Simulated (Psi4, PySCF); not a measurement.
Interaction energy of CO ··· H6Si2 (SMILES [C-]#[O+] and [SiH3][SiH3]). Monomers: optimised at B3LYP-D3(BJ) (def2-TZVP), held rigid. Orientation: lowest of the rigid-body minima from ten starts at GFN2-xTB. R is the distance of the centres of mass, along which the second monomer moves.

Levels of theory: HF/aug-cc-pVDZ, counterpoise-corrected (Psi4); RKS-B3LYP/6-31G* = PySCF 2.14.0 with restricted B3LYP/6-31G*, spherical d, no counterpoise correction; BLYP/def2-TZVP, counterpoise-corrected (Psi4); SAPT0/jun-cc-pVDZ, frozen core (Psi4).

Interaction energies in kcal/mol:

```csv
R / Å,HF/aug-cc-pVDZ,RKS-B3LYP/6-31G*,BLYP/def2-TZVP
2.66,30.07,21.25,22.95
2.90,16.45,10.62,12.66
3.06,10.80,6.37,8.46
3.26,6.26,3.08,5.12
3.48,3.35,1.12,2.98
3.65,2.03,0.33,2.00
3.94,0.84,-0.24,1.08
4.29,0.27,-0.32,0.59
4.80,0.04,-0.15,0.29
5.46,0.00,-0.01,0.12
6.46,0.00,0.01,0.03
7.76,0.00,0.00,0.00
```

**Question.** Estimate the SAPT0/jun-cc-pVDZ values at these points.

**Answer.** 2.66: 20.24; 2.90: 10.21; 3.06: 6.16; 3.26: 3.02; 3.48: 1.15; 3.65: 0.38; 3.94: -0.18; 4.29: -0.32; 4.80: -0.24; 5.46: -0.13; 6.46: -0.04; 7.76: -0.01 (kcal/mol).
